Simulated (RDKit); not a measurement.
Input for RDKit: MMFF94 on C2H5NO (a complex), monomers drawn apart or pushed together.

```python
from rdkit import Chem
from rdkit.Chem import AllChem, rdDetermineBonds

blocks = [
'''3

O    -0.12077657    0.16146854   -0.88120611
H     0.02235168    0.11252110    0.07554706
H    -1.04094350    0.42390226   -0.97768318
''',
'''6

C     1.08683520   -0.23549103    6.26118854
C     0.71672015   -0.12079184    4.86088160
N     0.42672420   -0.03085333    3.75401038
H     1.49575354   -1.22653605    6.45872601
H     1.83900439    0.51310714    6.51069649
H     0.21206189   -0.08181076    6.89329107
''',
]
mol = None
for b in blocks:
    f = Chem.MolFromXYZBlock(b)
    rdDetermineBonds.DetermineBonds(f, charge=0)
    mol = f if mol is None else Chem.CombineMols(mol, f)
Chem.SanitizeMol(mol)
print(Chem.MolToSmiles(Chem.RemoveHs(mol)))
ff = AllChem.MMFFGetMoleculeForceField(mol, AllChem.MMFFGetMoleculeProperties(mol), nonBondedThresh=100.0, ignoreInterfragInteractions=False)
e = ff.CalcEnergy()
print(f'MMFF94 energy {e:.6f} kcal/mol')
```

The log:

```
CC#N.O
MMFF94 energy -1.312641 kcal/mol
```

The run finished.

Cost: roughly 0.04 core-seconds.
